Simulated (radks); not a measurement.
Species: Pb26+. Configuration: [Kr] 4d10 4f10 (the NIST ground configuration).

Method: non-relativistic Kohn-Sham, PBE, spin-unpolarised, spherical densities, point nucleus; relativity is left out, which matters for an element this heavy; computed with a radial shooting solver on a logarithmic mesh with Libxc functionals.

Energy parts (eV):
| part | energy |
|---|---|
| total | -523219.12 |
| kinetic | 523126.93 |
| electron-nucleus | -1200836.84 |
| Hartree | 163551.58 |
| exchange-correlation | -9060.78 |

Orbitals (lengths in bohr, moments of r in powers of bohr):
orbital  occ.  eigenvalue (eV)  <1/r>
1s          2        -79770.41  81.45
2s          2        -14078.94  19.21
2p          6        -13586.98  19.25
3s          2        -3931.404  7.488
3p          6        -3698.034  7.445
3d         10        -3263.082  7.379
4s          2        -1415.779  3.396
4p          6        -1312.252  3.322
4d         10        -1121.680  3.177
4f         10        -865.4639  2.945

The highest occupied level is 4f at -865.46 eV. Virial ratio -V/T = 2.00018.
